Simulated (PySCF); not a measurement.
# Worked example: chemical shift, span and skew from a shielding tensor

C₂H₁₀OSi₃, SMILES [C@@H]1(C[Si@H]([SiH2]1)O)[SiH3]. Atoms are numbered in the order given.

```xyz
16

O      2.8140     1.3985     0.2989
Si     1.6268     0.4182    -0.3508
C     -0.1634     1.0546    -0.5922
C     -0.8791    -0.3393    -0.5017
Si    -2.7036    -0.2743    -0.0439
Si     0.3387    -1.2289     0.7066
H      2.6863     1.7013     1.2055
H      2.1862    -0.0513    -1.6483
H     -0.3906     1.6188    -1.5111
H     -0.4553     1.6910     0.2625
H     -0.7895    -0.8642    -1.4704
H     -3.2735    -1.6513     0.0630
H     -3.4979     0.4871    -1.0566
H     -2.8534     0.4097     1.2758
H      0.4820    -2.7072     0.5583
H     -0.0181    -0.9229     2.1269
```

Geometry: B3LYP-D3(BJ)/def2-SVP. The structure was generated by enumeration; whether it is a known compound was not checked. Other conformers were not sampled.

GIAO shieldings from HF/pcSseg-1 run with PySCF, non-relativistic, no solvent. The symmetric part of the tensor of Si2 has the principal values 363.8, 384.9, 447.8 ppm. The same nucleus in TMS has σ = 393.8 ppm at this level (PySCF, at its B3LYP-D3(BJ)/def2-TZVP geometry).

Question: Work out the isotropic shielding, the ²⁹Si shift against TMS, the span and the skew.

Answer: 
σ(iso) = (σ11 + σ22 + σ33)/3 = 398.8 ppm. δ = σ(ref) − σ(iso) = 393.8 − (398.8) = -5.0 ppm.
Span Ω = σ33 − σ11 = 84.0 ppm. Skew κ = 3(σ(iso) − σ22)/Ω = 0.50. Tumbling in solution averages the tensor to δ; in a static solid the shielding alone would spread this spin-1/2 line over Ω.
